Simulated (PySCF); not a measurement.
Field gradients at the hydrogen positions

Species: C₆H₉OP.
Structure used (GFN2-xTB), in Å, numbered top down from 1:
```xyz
17
C6H9OP angstrom
C      2.834    0.375    0.191
C      1.577    0.487   -0.200
P      0.307   -0.511    0.622
O      0.804   -1.388    1.687
C     -1.043    0.679    1.047
C     -1.864    0.729   -0.202
C     -1.677   -0.238   -1.087
C     -0.665   -1.285   -0.748
H      3.642    0.939   -0.247
H      3.082   -0.309    0.988
H      1.260    1.153   -0.990
H     -1.611    0.262    1.884
H     -0.668    1.658    1.351
H     -2.577    1.528   -0.336
H     -2.223   -0.308   -2.015
H     -1.139   -2.190   -0.356
H     -0.045   -1.571   -1.600
```

Level: PBE0/pcSseg-1 (PySCF, non-relativistic); Q(2H) = 0.00286 b; rigid geometry, the same for H and D, with no vibrational averaging.

Problem. Rank these positions by the coupling χzz of a deuteron there, largest first.
A. H17 (methylene hydrogen)
B. H9 (vinylic hydrogen)
C. H10 (vinylic hydrogen)

Solution. B (223 kHz), C (216 kHz), A (207 kHz).

Problem. Give the electric field gradient Vzz (the principal value of largest size), its asymmetry and the 2H coupling at each hydrogen.

Solution. 
```
atom  bonded to  bond length (Å)  Vzz (au)     η  χzz (kHz)
  H9         C1            1.079    0.3321  0.02        223
 H10         C1            1.079    0.3220  0.03        216
 H11         C2            1.080    0.3299  0.04        222
 H12         C5            1.094    0.3023  0.01        203
 H13         C5            1.091    0.3077  0.01        207
 H14         C6            1.079    0.3318  0.05        223
 H15         C7            1.079    0.3315  0.05        223
 H16         C8            1.095    0.3021  0.01        203
 H17         C8            1.091    0.3080  0.01        207
```

Problem. How does χzz go with the bond length over the 9 C–H bonds?

Solution. A straight-line fit has a slope of -12.0 kHz for each 0.01 Å, with a correlation coefficient of -0.97, over lengths from 1.079 to 1.095 Å. The longer bonds have the smaller couplings here.

Problem. Give the 2H NMR doublet splittings at H11 for a magnetic field along the z, y and x axes of the gradient: 3χ/2, 3χ(1 + η)/4, 3χ(1 − η)/4.

Solution. With |χ| = 221.7 kHz and η = 0.044: 333, 174 and 159 kHz, to first order and without motion.

The structure is a single GFN2-xTB conformer in the gas phase; no vibrational or solvent corrections. GFN2-xTB bond lengths can be off by several hundredths of an ångström, more for odd bonds, and the gradients follow them. A larger basis could move these couplings by a tenth or more.

The run behind these numbers computed NMR shieldings as well. Hardware: one thread, Arm Neoverse V1 (aarch64), no GPU (shared host). Cost: 28 s, 0.84 GiB resident at most.
